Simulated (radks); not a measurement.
Question: Ionisation of neutral gallium, [Ar] 3d10 4s2 4p1, to [Ar] 3d10 4s2 as the strength of local exchange is varied. Calculated with a radial shooting solver on a logarithmic mesh with Libxc functionals: Dirac Kohn-Sham, Slater X-alpha exchange (alpha = 2/3 is LDA exchange), no correlation, spin-unpolarised, spherical densities, point nucleus; open shells fill j = l - 1/2 first.

| alpha | E(Ga) (hartree) | exchange (hartree) | IE (eV) | -e of the level emptied (eV) | <r> of it (bohr) |
|---|---|---|---|---|---|
| 0.636 | -1935.24228 | -66.53050 | 4.822 | 1.786 (4p1/2) | 3.590 |
| 0.667 | -1938.48797 | -69.89592 | 5.009 | 1.931 (4p1/2) | 3.521 |
| 0.714 | -1943.41971 | -75.01982 | 5.299 | 2.161 (4p1/2) | 3.425 |
| 0.753 | -1947.52193 | -79.29117 | 5.546 | 2.360 (4p1/2) | 3.351 |
| 0.84 | -1956.70541 | -88.88355 | 6.116 | 2.829 (4p1/2) | 3.203 |
| 1.03 | -1976.91619 | -110.13828 | 7.452 | 3.974 (4p1/2) | 2.942 |
| x | -1946.78497 | -78.52321 | 5.501 | 2.323 (4p1/2) | 3.364 |

Which alpha was used in the last row?

Answer: alpha = 0.746. NIST Atomic Spectra Database: 5.999 eV (measured). The Delta-SCF value meets it near alpha = 0.82. Spin polarisation and multiplet splitting are left out, so open shells lie too high by an amount that depends on their filling.

Beside tabulated values, note that spin-unpolarised runs miss the spin-polarisation part of the exchange energy of open shells.
